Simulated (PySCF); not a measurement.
C3H6BFO2.
Bonds: C1–C2 (double), C2–O3, O3–B4, B4–F5, B4–O6, O6–C7. Hydrogens: H8, H9 on C1; H10 on C2; H11, H12, H13 on C7.

Method: PBE0-D3(BJ)/def2-SVP geometry optimisation, gas phase in PySCF; density fitting, grid level 1; the optimiser is geomeTRIC in internal coordinates, started from a GFN2-xTB structure with every atom displaced at random (about 0.01 Å).

Step 0: E = -10679.7457 eV
```
atom  x, y, z in Å  |  force x, y, z in eV/Å
C1      2.5894   -0.5086   -0.7654   -1.689   1.415   1.222
C2      1.7235    0.2412   -0.0561    0.109  -0.875  -0.541
O3      0.3714   -0.0412   -0.0204    2.077  -0.670  -0.926
B4     -0.4843    0.6672    0.6966   -2.729   0.487   0.831
F5     -0.1392    1.7098    1.4302    0.540   0.378   0.195
O6     -1.8230    0.3793    0.7247    0.914  -0.116  -0.262
C7     -2.3928   -0.7003    0.0143   -0.768   1.070   0.977
H8      2.2440   -1.3230   -1.3447   -0.379  -1.095  -0.716
H9      3.6137   -0.2438   -0.7699    1.238   0.267   0.008
H10     2.0393    1.0987    0.5418   -0.068   0.084   0.063
H11    -3.2515   -0.3072   -0.5471   -0.092  -0.106  -0.072
H12    -2.7596   -1.4328    0.7418   -0.073  -0.248   0.006
H13    -1.7120   -1.1586   -0.6634    0.920  -0.591  -0.785
```

Step 1: E = -10679.8910 eV
```
atom  x, y, z in Å  |  force x, y, z in eV/Å
C1      2.5435   -0.4575   -0.8070    0.371  -0.404  -0.096
C2      1.7154    0.1806    0.0082   -0.189   0.359  -0.031
O3      0.3871   -0.0962    0.0337   -0.575   0.338   0.344
B4     -0.5278    0.7046    0.6958    0.719  -0.398  -0.302
F5     -0.0965    1.7766    1.3531   -0.093   0.036   0.035
O6     -1.8320    0.4206    0.6907   -0.132   0.062   0.068
C7     -2.3803   -0.6893    0.0320    0.116  -0.275  -0.317
H8      2.1905   -1.2703   -1.4555    0.061   0.199   0.079
H9      3.6105   -0.2142   -0.7911   -0.150  -0.027  -0.047
H10     2.0349    0.9984    0.6666    0.010  -0.104  -0.001
H11    -3.2011   -0.3554   -0.6211   -0.005   0.034   0.040
H12    -2.7935   -1.3968    0.7674    0.011   0.028   0.034
H13    -1.6321   -1.2205   -0.5904   -0.143   0.152   0.194
```

Step 2: E = -10679.9026 eV
```
atom  x, y, z in Å  |  force x, y, z in eV/Å
C1      2.5490   -0.4794   -0.8007   -0.192  -0.067   0.036
C2      1.6978    0.1947   -0.0297    0.116   0.042   0.151
O3      0.3655   -0.0709    0.0190   -0.001   0.238   0.021
B4     -0.5274    0.7146    0.7065    0.109  -0.219  -0.155
F5     -0.1283    1.7842    1.3882    0.112  -0.046  -0.052
O6     -1.8316    0.4166    0.7048   -0.130   0.035   0.051
C7     -2.3689   -0.6907    0.0289    0.019  -0.074  -0.071
H8      2.2033   -1.2822   -1.4560    0.014  -0.007   0.002
H9      3.6131   -0.2438   -0.7687   -0.031   0.042  -0.023
H10     2.0264    0.9993    0.6368    0.022   0.032  -0.009
H11    -3.1980   -0.3543   -0.6116   -0.002   0.006   0.017
H12    -2.7668   -1.4110    0.7603   -0.008   0.001   0.002
H13    -1.6155   -1.1964   -0.5955   -0.027   0.017   0.029
```

Q: Estimate the geometry and energy of step 3. (The exact step hangs on the optimiser's Hessian estimate; all steps are aligned on step 2, rigid shifts and turns removed.)

A: E = -10679.9030 eV, largest force 0.574 eV/Å
```
atom  x, y, z in Å  |  force x, y, z in eV/Å
C1      2.5245   -0.4930   -0.7826    0.057   0.319   0.132
C2      1.7100    0.2381   -0.0213    0.071  -0.542  -0.176
O3      0.3799   -0.0417    0.0142   -0.045   0.196   0.036
B4     -0.5231    0.7101    0.7065   -0.104  -0.080  -0.004
F5     -0.1173    1.7680    1.4018   -0.008   0.069   0.036
O6     -1.8292    0.4024    0.7072    0.031   0.064   0.032
C7     -2.3617   -0.7004    0.0157   -0.041   0.077   0.111
H8      2.1461   -1.2943   -1.4159   -0.068  -0.078  -0.011
H9      3.5905   -0.2766   -0.7912    0.100   0.016  -0.010
H10     2.0545    1.0452    0.6328   -0.054   0.050  -0.034
H11    -3.1977   -0.3578   -0.6119    0.002  -0.014  -0.009
H12    -2.7498   -1.4319    0.7413   -0.011  -0.011  -0.015
H13    -1.6081   -1.1875   -0.6142    0.072  -0.067  -0.088
```

The energy changes by -0.0004 eV. The first-order estimate −F·Δx gives -0.0220 eV and the mean of the old and new forces, exact on a quadratic surface, -0.0001 eV. The step makes an angle of 71° with the force vector and moves no atom by more than 0.071 Å.

What follows is the cost of the whole optimisation. On one thread, Arm Neoverse V1 (aarch64), shared host with 32 logical CPUs at a one-minute load of 40, this took 55 s wall and 0.51 GiB of memory at its peak.
